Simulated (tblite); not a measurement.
A structure optimised at GFN2-xTB (Å):
```
atom  x, y, z in Å
C1     2.1302   -0.4874   -0.2581
C2     0.9148    0.2080   -0.7244
C3    -0.2134    0.5262    0.1883
C4    -0.9259    1.8264   -0.1912
C5    -1.1486   -0.6471    0.0579
C6    -1.2395   -1.6131    0.9542
F7    -2.0264   -2.6919    0.7561
H8     2.3655   -0.2197    0.7712
H9     2.9806   -0.2460   -0.8952
H10    2.0090   -1.5780   -0.2907
H11    0.7410    0.2836   -1.7850
H12    0.1462    0.5875    1.2201
H13   -1.2729    1.7813   -1.2206
H14   -1.7834    1.9892    0.4571
H15   -0.2453    2.6683   -0.0922
H16   -1.7131   -0.7148   -0.8602
H17   -0.7259   -1.6604    1.9027
```

Doublet state.

(1) Which heavy atoms are bonded, and with what formal order?

(2) Give the structure as a SMILES string.

(3) Name the point group.

(4) Classify the heavy atoms.

(5) What is the arrangement about C2?

(6) What is the arrangement about C5?

## Answers

(1) C1–C2 1.48 Å (single); C2–C3 1.49 Å (single); C3–C4 1.53 Å (single); C3–C5 1.51 Å (single); C5–C6 1.32 Å (double); C6–F7 1.35 Å (single). Bonds to hydrogen (Å): C1–H8 1.09; C1–H9 1.09; C1–H10 1.10; C2–H11 1.08; C3–H12 1.09; C4–H13 1.09; C4–H14 1.09; C4–H15 1.09; C5–H16 1.08; C6–H17 1.08.

(2) `C[CH][C@@H](C)/C=C/F`, C6H10F.

(3) C1 (no symmetry element, even within 0.4 Å).

(4) C1: carbon bonded to C and 3 H; C2: carbon bonded to 2 C and H; C3: carbon bonded to 3 C and H; C4: carbon bonded to C and 3 H; C5: carbon bonded to 2 C and H; C6: carbon bonded to C, F and H; F7: fluorine bonded to C.

(5) It has 3 neighbours (C1, C3, H11) and is almost planar (angles 122.2°, 118.5° and 117.9°, sum 358.5°, 0.09 Å off the plane of its three neighbours).

(6) It has 3 neighbours (C3, C6, H16) and is planar (angles 123.6°, 119.7° and 116.6°, sum 359.9°, 0.03 Å off the plane of its three neighbours).

The numbers are calculated, not measured.
